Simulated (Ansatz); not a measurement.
System: SbH2Te, charge 0, doublet. SbH2Te (SMILES [SbH][TeH], doublet).
B3LYP-D3(BJ)/def2-TZVP minimum from Ansatz (a program for electronic structure):
```
Te
H 1 1.6638
Sb 1 2.7582 2 91.74
H 3 1.7191 1 88.40 2 -180.00
```
Charge 0, spin multiplicity 2.

Total energies in def2-SVP, 13 correlated electrons, 18 frozen orbitals. Radicals and triplets start from unrestricted determinants; spin-orbit coupling is neglected. Cores are frozen in correlated methods (noble-gas shells, and filled d and f shells in the p block). Past Kr the def2 sets carry scalar-relativistic core potentials. Spin-orbit terms, left out, reach several kcal/mol for Br and I, and more for heavier atoms.

```csv
method,program,energy (Eh),minus CCSDT(Q) (mEh)
HF,Ansatz,-507.42365,220.19
MP2,Ansatz,-507.60294,40.91
CCSD,Ansatz,-507.63588,7.96
CCSD(T),Ansatz,-507.64233,1.52
CCSDT(Q),Ansatz,-507.64384,0.00
```

Rough core times of Ansatz's runs on a shared machine: CCSD(T) under 20 s, CCSDT(Q) 2 min.
